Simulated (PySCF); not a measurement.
Electric field gradients and quadrupole coupling constants

C6H10OS.
Structure used (GFN2-xTB), in Å, numbered top down from 1:
```xyz
18
C6H10OS angstrom
C      3.1888    1.3937   -0.1209
C      2.2520    0.2979   -0.0124
C      1.4932   -0.6280    0.0710
C      0.5419   -1.6931    0.1953
S     -1.0686   -1.0554    0.9256
O     -1.9960   -2.1844    0.8399
C     -1.4722    0.0351   -0.5225
C     -2.8133    0.6951   -0.2734
H      3.8518    1.2337   -0.9708
H      3.7877    1.4609    0.7870
H      2.6531    2.3325   -0.2626
H      0.8919   -2.4596    0.8880
H      0.3009   -2.1519   -0.7637
H     -0.6651    0.7600   -0.6053
H     -1.5044   -0.5955   -1.4096
H     -3.1256    1.2754   -1.1396
H     -3.5645   -0.0675   -0.0768
H     -2.7604    1.3573    0.5881
```

Field gradients from the PBE0/pcSseg-1 density (PySCF, non-relativistic), principal values in atomic units, ordered |Vxx| ≤ |Vyy| ≤ |Vzz|:

```csv
atom,Vxx,Vyy,Vzz
S5,0.8329,1.1563,-1.9893
O6,-0.4818,-1.1718,1.6536
```

Task: Find the asymmetry η = (Vxx − Vyy)/Vzz and the couplings χ = eQV/h (234.96 MHz × Q in barn × V in au), with Q(33S) = −0.0678 b, Q(17O) = −0.0256 b.

Result: 
```json
{"atom": "S5", "environment": "sulfinyl sulfur", "nucleus": "33S", "η": "0.16", "χzz (MHz)": "31.69", "χxx (MHz)": "-13.27", "χyy (MHz)": "-18.42"}
{"atom": "O6", "environment": "sulfinyl oxygen", "nucleus": "17O", "η": "0.42", "χzz (MHz)": "-9.95", "χxx (MHz)": "2.90", "χyy (MHz)": "7.05"}
```

Task: What is Vzz at O6 in SI units (1 au = 9.71736 × 10²¹ V/m²)?

Result: 1.6536 au = 16.069 × 10²¹ V/m².

Were the hydrogens deuterons (Q(2H) = 0.00286 b), χzz would run from 203 kHz (H12 and H13) to 211 kHz (H16).

One conformer (not necessarily the lowest) at the GFN2-xTB geometry, without solvent, vibrations or thermal averaging. GFN2-xTB bond lengths can be off by several hundredths of an ångström, more for odd bonds, and the gradients follow them. These gradients aren't converged with respect to the basis.
